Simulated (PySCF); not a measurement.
A structure optimised at PBE0-D3(BJ)/def2-TZVP, used in a PySCF frequency run:

```
Si
H 1 1.4918
H 1 1.4918 2 108.77
P 1 2.2433 2 108.67 3 118.15
H 4 1.4195 1 95.55 2 73.42
H 4 1.4195 5 94.36 1 -96.02
```
Charge 0, spin multiplicity 2.

Q: Write its SMILES, formula and point group.

A: [SiH2]P, H₄PSi, Cs

Q: What are its rotational constants (standard atomic weights)?

A: 65.075, 5.9145, 5.7441 GHz
